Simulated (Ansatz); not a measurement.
```xyz
3

N     0.0000    0.0000   -1.0987
N     0.0000    0.0000   -0.0628
O     0.0000    0.0000    1.0164
```

Basis set: def2-TZVP (spherical functions). Frozen core: 3 orbitals. Charge 0, multiplicity 1.

Computed with Ansatz (development build ahead of 0.2.0); each method stands on the lowest determinant of its kind that the runs found. Restricted open shells among the atoms or ions are ROHF, correlated in semicanonical orbitals with singles.

**Question.** Give the atomization energy at this shape (free ground-state atoms in the same class of orbitals less the molecule, no zero-point energy) of singlet N₂O by RHF-MP2, RHF.

**Answer.**

```
 method  atomization energy
RHF-MP2            10.68 eV
    RHF             3.60 eV
```

Caution: no unrestricted run beside it, a lower state can exist; the shape is not the minimum.
